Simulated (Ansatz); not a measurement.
Cartesian coordinates (Å):
```xyz
22

Si     2.3609     0.0355     0.8895
C      1.0658    -0.1475    -0.4720
C      0.3159     1.1745    -0.8272
C     -1.1626     0.7637    -0.7550
C     -1.5353     0.5513     0.7219
C     -0.8241    -0.7801     1.0790
C     -0.0922    -1.1409    -0.2219
C     -1.1116    -0.6791    -1.2718
H      1.8196     0.7738     2.0744
H      2.8590    -1.2988     1.3520
H      3.5242     0.8175     0.3640
H      1.6240    -0.4955    -1.3588
H      0.5336     2.0064    -0.1369
H      0.5855     1.5203    -1.8370
H     -1.8360     1.4496    -1.2890
H     -2.6261     0.4657     0.8429
H     -1.2062     1.3929     1.3508
H     -1.5523    -1.5650     1.3351
H     -0.1450    -0.6876     1.9406
H      0.2218    -2.1933    -0.2774
H     -0.7400    -0.7614    -2.3055
H     -2.0788    -1.2019    -1.1976
```
Charge 0, spin multiplicity 1.

Method: Ansatz (a quantum-chemistry and plane-wave program) with frozen-core CCSD(T)/cc-pVDZ // PBE0-D3(BJ)/def2-SVP.

```yaml
HF energy: -562.16370 Ha
MP2 correlation energy: -1.09357 Ha
```

Problem. Estimate the CCSD correlation energy, the (T) correction, the total energy and the T1 diagnostic.

Solution. 
```yaml
CCSD correlation energy: -1.18601 Ha
"(T) correction": -0.04079 Ha
CCSD(T) total energy: -563.39050 Ha
T1 diagnostic: 0.009
```
